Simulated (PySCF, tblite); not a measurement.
Isomers of C6H3N. Computed with GFN2-xTB (tblite): harmonic, unscaled wavenumbers at the GFN2-xTB geometry, gas phase. Errors from tens to a few hundred cm⁻¹ against measured bands are possible. One conformer each.

Electronic energies: PBE0/pcSseg-1 single points on the GFN2-xTB geometries (PySCF, gas phase).

```tsv
SMILES	electronic energy, lowest = 0 (kJ/mol)
CC#CC#CC#N	0.0
C#C[C@@H]1C=C1C#N	123.8
C#CC=C=CC#N	51.3
C#CC1(C#N)C=C1	133.6
```

Question: How do GFN2-xTB zero-point energies change the relative energies?

Answer: 
```tsv
SMILES	ZPE (kJ/mol)	of it from modes above 1550 cm⁻¹	electronic (kJ/mol)	with ZPE, lowest = 0 (kJ/mol)	lowest mode (cm⁻¹)	rings
CC#CC#CC#N	166.5	95.1	0.0	0.0	74	0
C#CC=C=CC#N	163.9	96.3	51.3	48.7	70	0
C#C[C@@H]1C=C1C#N	165.8	96.1	123.8	123.0	84	1
C#CC1(C#N)C=C1	163.9	97.7	133.6	131.0	110	1
```

The zero-point energies span 2.6 kJ/mol, from `C#CC1(C#N)C=C1` to `CC#CC#CC#N`. The order is unchanged.

Question: And how do the electronic energies of GFN2-xTB itself compare?

Answer: `CC#CC#CC#N` 0.0; `C#CC=C=CC#N` 56.5; `C#C[C@@H]1C=C1C#N` 118.0; `C#CC1(C#N)C=C1` 131.3 kJ/mol, lowest = 0. Against the energies above, taken from the same isomer `CC#CC#CC#N`, the largest difference is 5.8 kJ/mol.

Question: What do entropy and thermal enthalpy add at 298.15 K and 1 bar (rigid rotor, harmonic oscillator, one conformer each)?

Answer: 
```tsv
SMILES	point group	symmetry number	S (J/(mol K))	H − H(0) (kJ/mol)	ZPE + H − H(0) − TS (kJ/mol)
CC#CC#CC#N	C3v	3	347.2	23.34	86.3
C#CC=C=CC#N	C1	1	353.6	21.90	80.4
C#C[C@@H]1C=C1C#N	C1	1	342.7	20.71	84.3
C#CC1(C#N)C=C1	Cs	1	341.3	20.93	83.0
```
